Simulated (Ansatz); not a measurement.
ZnI₂. The state is a triplet with charge 0. Geometry r2SCAN-D4/def2-TZVP, that of the neutral singlet; atoms count from 1.

Cartesian coordinates in Å:
```
Zn -0.0002 -0.0001 0.0000
I -0.9044 1.2907 1.8183
I 0.9046 -1.2906 -1.8183
```

In the def2 sets I takes a core potential; there is no spin–orbit coupling. At PBE0-D4/def2-TZVP a singlet of charge 0 lies 4.50 eV below the triplet at the same geometry.

(1) Estimate the Mulliken populations from the PBE0/def2-TZVP orbitals of Ansatz.

(2) Where does the spin sit?

(3) And the Mayer bond orders between bonded heavy atoms (over 0.3)?

Results:

(1) 
```json
{"atom": "Zn1", "charge (e)": "-0.07", "spin (α − β)": "0.73", "d electrons": "10.07"}
{"atom": "I2", "charge (e)": "0.03", "spin (α − β)": "0.63", "d electrons": "–"}
{"atom": "I3", "charge (e)": "0.03", "spin (α − β)": "0.63", "d electrons": "–"}
```
Mulliken values and Mayer orders depend strongly on the basis.

(2) Summed by element: Zn 0.73, I 1.27, of 2 unpaired in all. Largest on single atoms: Zn1 0.73, I2 0.63, I3 0.63.

(3) Zn1–I2 0.73 (2.41 Å); Zn1–I3 0.73 (2.41 Å). Values over 0.3 also appear between atoms too far apart for a bond (I2–I3 0.47 at 4.81 Å); they arise where an orbital or an unpaired electron spreads over both atoms.
